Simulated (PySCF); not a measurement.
CH₅AlO₂Se (SMILES C[O][Al]([OH])[SeH]), singlet, geometry from GFN2-xTB (such geometries of metal compounds can be far from the true shape), atoms displaced at random by about 0.03 Å a coordinate; PySCF with HF/STO-3G, gradient by finite differences.

PySCF was given this input:
```python
from pyscf import gto, scf

mol = gto.M(
    atom='''
Al    0.684903   -0.398717    0.139190
O     2.025142   -0.188076    1.036374
H     2.856191   -0.268521    1.509634
O     0.257114   -1.615073   -0.854869
C    -0.088907   -2.697146   -1.786347
H    -0.137251   -2.307503   -2.781179
H     0.693925   -3.454145   -1.706422
H    -0.913995   -3.146882   -1.417273
Se   -0.836946    1.247129    0.296435
H    -0.101553    2.019635    1.247783
''',
    basis='sto-3g',
    charge=0,
    spin=0,
    verbose=4,
)

mf = scf.RHF(mol)
mf.conv_tol = 1e-11
mf.kernel()
scan, done = mf.as_scanner(), []
scan.scf_summary = {}
def energy(d):
    c = mol.atom_coords()
    c[5, 2] += d
    e = scan(mol.set_geom_(c, unit='Bohr', inplace=False))
    done.append(scan.converged)
    return e
h = 0.01
fd = (energy(h) - energy(-h)) / (2 * h)
print('dE/dx =', fd)
```

Problem. Predict the main parts of the log of this PySCF run.

Solution. 
```
PySCF version 2.14.0

[INPUT] verbose = 4
[INPUT] num. atoms = 10
[INPUT] num. electrons = 74
[INPUT] charge = 0
[INPUT] spin (= nelec alpha-beta = 2S) = 0
[INPUT] symmetry False subgroup None
[INPUT] Mole.unit = angstrom
[INPUT] Symbol           X                Y                Z      unit          X                Y                Z       unit  Magmom
[...]
nuclear repulsion = 398.750902901421
number of shells = 27
number of NR pGTOs = 141
number of NR cGTOs = 47
basis = sto-3g
ecp = {}

******** <class 'pyscf.scf.hf.RHF'> ********
method = RHF
initial guess = minao
damping factor = 0
level_shift factor = 0
DIIS = <class 'pyscf.scf.diis.CDIIS'>
diis_start_cycle = 1
diis_space = 8
diis_damp = 0
SCF conv_tol = 1e-11
SCF conv_tol_grad = None
SCF max_cycles = 50
direct_scf = True
direct_scf_tol = 1e-13
Set gradient conv threshold to 3.16228e-06
Initial guess from minao.
init E= -2797.57456333146
[...]
cycle= 1 E= -2800.44340251937  delta_E= -2.87  |g|= 0.704  |ddm|= 3.84
[...]
cycle= 2 E= -2800.62933155912  delta_E= -0.186  |g|= 0.164  |ddm|= 1.22
[...]
cycle= 3 E= -2800.63856349595  delta_E= -0.00923  |g|= 0.0344  |ddm|= 0.26
[...]
cycle= 4 E= -2800.63914648057  delta_E= -0.000583  |g|= 0.00777  |ddm|= 0.0614
[...]
cycle= 5 E= -2800.63918417082  delta_E= -3.77e-05  |g|= 0.00192  |ddm|= 0.0193
[...]
cycle= 6 E= -2800.63918619802  delta_E= -2.03e-06  |g|= 0.000388  |ddm|= 0.00399
[...]
cycle= 7 E= -2800.63918631341  delta_E= -1.15e-07  |g|= 4.54e-05  |ddm|= 0.0012
[...]
cycle= 8 E= -2800.63918631509  delta_E= -1.68e-09  |g|= 1.17e-05  |ddm|= 0.00014
[...]
cycle= 9 E= -2800.63918631522  delta_E= -1.26e-10  |g|= 2.89e-06  |ddm|= 4.43e-05
[...]
cycle= 10 E= -2800.63918631523  delta_E= -1.09e-11  |g|= 6.4e-07  |ddm|= 1.11e-05
[...]
cycle= 11 E= -2800.63918631524  delta_E= -1e-11  |g|= 1.48e-07  |ddm|= 2.46e-06
[...]
cycle= 12 E= -2800.63918631523  delta_E= 6.82e-12  |g|= 3.68e-08  |ddm|= 5.09e-07
[...]
Extra cycle  E= -2800.63918631523  delta_E= 2.73e-12  |g|= 1.66e-08  |ddm|= 7.93e-08
converged SCF energy = -2800.63918631523
Create scanner for <class 'pyscf.scf.hf.RHF'>

WARN: Mole.unit (angstrom) is changed to Bohr

New geometry
   1 Al     0.684903000000  -0.398717000000   0.139190000000 AA    1.294279091893  -0.753465931208   0.263030979278 Bohr
   2 O      2.025142000000  -0.188076000000   1.036374000000 AA    3.826963743354  -0.355412130604   1.958463022620 Bohr
[...]
converged SCF energy = -2800.63893777237

WARN: Mole.unit (angstrom) is changed to Bohr

New geometry
   1 Al     0.684903000000  -0.398717000000   0.139190000000 AA    1.294279091893  -0.753465931208   0.263030979278 Bohr
   2 O      2.025142000000  -0.188076000000   1.036374000000 AA    3.826963743354  -0.355412130604   1.958463022620 Bohr
   3 H      2.856191000000  -0.268521000000   1.509634000000 AA    5.397418749448  -0.507431148694   2.852794808332 Bohr
   4 O      0.257114000000  -1.615073000000  -0.854869000000 AA    0.485875042791  -3.052045641180  -1.615468282381 Bohr
   5 C     -0.088907000000  -2.697146000000  -1.786347000000 AA   -0.168009880557  -5.096867257966  -3.375706593438 Bohr
   6 H     -0.137251000000  -2.307503000000  -2.786470772109 AA   -0.259366800323  -4.360548701612  -5.265666613392 Bohr
   7 H      0.693925000000  -3.454145000000  -1.706422000000 AA    1.311328200989  -6.527388044536  -3.224670232933 Bohr
   8 H     -0.913995000000  -3.146882000000  -1.417273000000 AA   -1.727200229222  -5.946745126324  -2.678257813741 Bohr
   9 Se    -0.836946000000   1.247129000000   0.296435000000 AA   -1.581598721050   2.356732252003   0.560180963735 Bohr
  10 H     -0.101553000000   2.019635000000   1.247783000000 AA   -0.191907357128   3.816557021586   2.357968132888 Bohr

******** <class 'pyscf.scf.hf.RHF_Scanner'> ********
method = RHF_Scanner
initial guess = minao
damping factor = 0
level_shift factor = 0
DIIS = <class 'pyscf.scf.diis.CDIIS'>
diis_start_cycle = 1
diis_space = 8
diis_damp = 0
SCF conv_tol = 1e-11
SCF conv_tol_grad = None
SCF max_cycles = 50
direct_scf = True
direct_scf_tol = 1e-13
Set gradient conv threshold to 3.16228e-06
init E= -2800.63601479844
[...]
cycle= 1 E= -2800.63938698162  delta_E= -0.00337  |g|= 0.00179  |ddm|= 0.00708
[...]
cycle= 2 E= -2800.63938828598  delta_E= -1.3e-06  |g|= 0.000449  |ddm|= 0.00297
[...]
cycle= 3 E= -2800.63938836075  delta_E= -7.48e-08  |g|= 0.000119  |ddm|= 0.000649
[...]
cycle= 4 E= -2800.63938837051  delta_E= -9.75e-09  |g|= 2.67e-05  |ddm|= 0.000287
[...]
cycle= 5 E= -2800.63938837109  delta_E= -5.82e-10  |g|= 8.92e-06  |ddm|= 7.76e-05
[...]
cycle= 6 E= -2800.63938837115  delta_E= -6.37e-11  |g|= 1.97e-06  |ddm|= 2.76e-05
[...]
cycle= 7 E= -2800.63938837116  delta_E= -7.73e-12  |g|= 4.34e-07  |ddm|= 6.93e-06
[...]
Extra cycle  E= -2800.63938837116  delta_E= -1.82e-12  |g|= 1.95e-07  |ddm|= 9.31e-07
converged SCF energy = -2800.63938837116
dE/dx = 0.022529939474225102
```
